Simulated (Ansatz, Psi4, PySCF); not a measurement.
singlet silylene (H₂Si), singlet, at a GFN2-xTB geometry. Base run: WB97M-V/def2-SVPD run with PySCF.

Input for PySCF:
```python
from pyscf import gto, scf, dft

mol = gto.Mole()
mol.atom = '''
    Si   -0.00666824   -0.00277970    0.12275926
    H     0.04778718    1.13172388   -0.83406892
    H     0.04556812   -1.09280805   -0.88456070
'''
mol.basis = 'def2-svpd'
mol.verbose = 3
mol.build()

mf = dft.RKS(mol)
mf.xc = 'wb97m_v'
mf.kernel()
```

The same geometry, method and basis name were run in Ansatz (a first-principles code) and Psi4 and PySCF, at each program's defaults and at the settings that a row names. The base is PySCF at its defaults. Differences at the defaults can come from grids, fitting, cores and function types together.

| code and settings | ΔE vs base (µEh) | basis functions | E (Eh) | SCF cycles | dipole (D) |
|---|---|---|---|---|---|
| PySCF, defaults (exact integrals, its default grid, spherical functions) | 0.0 | 40 | -290.48623 | 8 | 0.35 |
| Psi4, defaults (density fitting with its default set, its default grid, spherical functions) | -62.6 | 40 | -290.48629 | 6 | 0.35 |
| Ansatz, defaults (factorised integrals, its default grid, spherical functions) | 10.9 | 40 | -290.48622 | - | - |
| PySCF, density fitting with def2-universal-jkfit | -56.1 | 40 | -290.48628 | 8 | 0.35 |
| PySCF, fine grid | -0.1 | 40 | -290.48623 | 8 | 0.35 |
| Psi4, exact integrals, spherical functions, fine grid | 0.5 | 40 | -290.48623 | 9 | 0.35 |
| Ansatz, high accuracy | 0.1 | 40 | -290.48623 | - | - |
